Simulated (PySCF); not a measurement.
Vibration and rotation of ZnSi⁻

UHF-MP2 constants of ZnSi⁻, ⁴Σ⁻ (quartet), unpaired electrons σ ↑, π ↑↑ (basis Zn def2-SVPD, Si def2-SVPD; no relativity; PySCF 2.14; masses 63.9291 and 27.9769 u):

| Quantity | Value |
| --- | --- |
| ωe | 221.2 cm⁻¹ |
| ωexe | 2.94 cm⁻¹ |
| Be | 0.14088 cm⁻¹ |
| αe | 0.00197 cm⁻¹ |

(1) What force constant and bond length do these constants imply?

(2) Estimate the centrifugal constant D from the Kratzer relation and find the Dunham coefficient a1.

Correlated steps freeze 10 core orbitals. The state was picked by a PBE0 search and need not be the measured ground state.

## Answers

(1) Reduced mass μred = 19.461 u; k = 5.8918×10⁻⁷·μred·ωe² (u, cm⁻¹, mdyn/Å) = 0.561 mdyn/Å; Re = √(16.8576/(μred·Be)) (u, cm⁻¹, Å) = 2.480 Å.

(2) D = 4Be³/ωe² = 2.29e-07 cm⁻¹; a1 = −1 − αeωe/(6Be²) = -4.66.
